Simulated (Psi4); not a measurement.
**MP2, SCS-MP2 and SOS-MP2 from spin components**

System: CHAlClNO, singlet, geometry from GFN2-xTB (such geometries of metal compounds can be far from the true shape). Level: MP2/def2-SVP (Psi4 1.11). Sums are taken with unrounded values, so a last digit can differ.

The Psi4 input:
```
memory 2 GB

molecule {
0 1
  Al   -0.38930082   -0.75668200    0.50259179
  Cl    1.32440626   -1.08909672    1.50299283
  H    -1.65416971   -1.56624401    0.68938564
  N    -0.53676145    0.55434474   -0.70819965
  C    -0.74892359    1.39477249   -1.53303043
  O    -0.94361930    2.20858827   -2.32729712
}

set basis def2-svp
set freeze_core true

energy('mp2')
print_variables()
```

It gave an SCF energy of -868.967685 Eh, a same-spin correlation energy of -0.172751 Eh and an opposite-spin one of -0.467662 Eh.

Question: Work out the MP2, SCS-MP2 (6/5 and 1/3) and SOS-MP2 (1.3 and 0) correlation and total energies.

Answer: MP2: -0.467662 + (-0.172751) = -0.640413 Eh, total -869.608098 Eh, as the program printed. SCS-MP2: 1.2 × (-0.467662) + (-0.172751)/3 = -0.618778 Eh, total -869.586463 Eh. SOS-MP2: 1.3 × (-0.467662) = -0.607960 Eh, total -869.575645 Eh. Opposite spins carry 73 % of the MP2 correlation; same-spin pairs are already kept apart by exchange.
